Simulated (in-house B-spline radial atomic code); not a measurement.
Cl²⁺. Computed with a B-spline radial atomic code. Model: non-relativistic spherical atom: semilocal Troullier-Martins pseudo-atom, one channel per l, against all electrons, high spin, G0W0 and RPA with empty states to l = 8, local potential for every l without a channel, a model core (radius 0 = none) keeps its share of the functional.

What the tables leave out is listed at the end.

The pseudopotential gives back the lowest level of each angular momentum of its own functional in the configuration it was made in; a second state of the same l is only approximately right. Exact exchange, RPA and GW see the smooth pseudo-orbitals and miss the exchange with the core, for which the functional's share stands in. The column with an uncorrelated core keeps all orbitals and exact exchange, and so separates missing core correlation from pseudisation. Only the three outermost levels and the lowest empty one were computed. RPA here is direct RPA, with no exchange kernel, and its energies carry an (l + 1/2)⁻⁴ tail. A hybrid on a potential with a model core restores only its own semilocal share of the core's exchange.

Command:
```bash
python run_psgw.py task.json out
```
Settings (lengths in bohr, energies in hartree):
```
Z                      17
electrons              15
configuration          [Ne] 3s2 3p3
generated_in           [Ne] 3s2 3p5
functional             pbe,pbe
core_shells            3
radius_factor          0.8
core_correction        False
```

Run time, properties included: 22 s on 1 thread of Arm Neoverse N1, on a shared host.

Given: made with PBE; model core radius 0 bohr; local radius 1.043 bohr; mean-field start PBE.

Valence shells of the generating configuration: 3s, 3p.

Channel: s 1.027, p 1.135 (radii in bohr).

Computed: largest level miss in the spin-unpolarised generating configuration 0.003 eV; valence RPA correlation energy pseudo -0.23926 hartree; all-electron RPA polarisability, core included 5.1262 bohr³; pseudo-atom RPA polarisability 5.079 bohr³.

| level | occupied | mean-field all-electron (eV) | mean-field pseudo minus all (eV) | G0W0 all-electron (eV) | G0W0 uncorrelated core minus all (eV) | G0W0 pseudo minus all (eV) | exchange self-energy all-electron (eV) | exchange self-energy pseudo (eV) |
| --- | --- | --- | --- | --- | --- | --- | --- | --- |
| 3p up | 1 | -33.095 | 0.014 | -39.506 | 0.144 | -0.093 | -25.097 | -22.361 |
| 3s down | 1 | -42.11 | 0.165 | -48.574 | 0.251 | 0.348 | -20.726 | -16.724 |
| 3p down (empty) | 0 | -29.184 | 0.198 | -24.324 | 0.158 | -0.015 | -6.3266 | -3.6247 |

(1) What is the valence RPA correlation energy all-electron orbitals?

Given: mean-field start PBE0.

Computed: valence RPA correlation energy all-electron orbitals -0.21368 hartree; valence RPA correlation energy pseudo -0.2195 hartree; pseudo-atom RPA polarisability 4.6104 bohr³.

```csv
level,occupied,mean-field all-electron (eV),mean-field pseudo minus all (eV),G0W0 all-electron (eV),G0W0 uncorrelated core minus all (eV),G0W0 pseudo minus all (eV),exchange self-energy all-electron (eV),exchange self-energy pseudo (eV)
3p up,1,-34.954,0.016,-39.708,0.141,-0.077,-25.041,-22.38
3s down,1,-43.648,0.213,-48.571,0.252,0.363,-20.578,-16.724
3p down (empty),0,-27.594,0.111,-24.138,0.152,0.007,-6.0889,-3.5733
```

(2) What is the all-electron RPA polarisability, core included?

Given: mean-field start Hartree-Fock.

Computed: valence RPA correlation energy all-electron orbitals -0.17119 hartree; valence RPA correlation energy pseudo -0.17734 hartree; all-electron RPA polarisability, core included 3.7426 bohr³.

| level | occupied | mean-field all-electron (eV) | mean-field pseudo minus all (eV) | G0W0 all-electron (eV) | G0W0 uncorrelated core minus all (eV) | G0W0 pseudo minus all (eV) | exchange self-energy all-electron (eV) | exchange self-energy pseudo (eV) |
| --- | --- | --- | --- | --- | --- | --- | --- | --- |
| 3p up | 1 | -39.701 | -0.132 | -40.075 | 0.133 | -0.017 | -24.79 | -22.393 |
| 3s down | ? | ? | ? | ? | ? | ? | ? | ? |
| 3s up | 1 | -57.513 | -0.02 | -54.461 | 0.104 | 0.107 | -31.346 | -28.128 |
| 3p down (empty) | 0 | -21.645 | -0.033 | -23.73 | 0.126 | 0.082 | -5.2673 | -3.319 |

(3) What belongs in the row 3s down?

(4) What is the pseudo-atom RPA polarisability?

## Answers

(1) -0.23419 hartree.

(2) 4.6487 bohr³.

(3) occupied: 1; mean-field all-electron (eV): -46.557; mean-field pseudo minus all (eV): 0.351; G0W0 all-electron (eV): -48.475; G0W0 uncorrelated core minus all (eV): 0.248; G0W0 pseudo minus all (eV): 0.478; exchange self-energy all-electron (eV): -20.064; exchange self-energy pseudo (eV): -16.589.

(4) 3.6899 bohr³.

Among the listed levels the largest G0W0 shift of the pseudo-atom is +0.48 eV, for 3s down on the Hartree-Fock start, while leaving the core uncorrelated moves that level by +0.25 eV. The rest, +0.23 eV, comes from pseudisation and the lost core exchange. Not in the tables (levels of low weight, unsolved or above zero; the highest and the empty levels are kept at any weight): on PBE the G0W0 levels 3s up (pseudo minus all -0.95 eV, weights 0.38 and 0.36); on PBE0 the G0W0 levels 3s up (pseudo minus all +0.18 eV, weights 0.38 and 0.39).
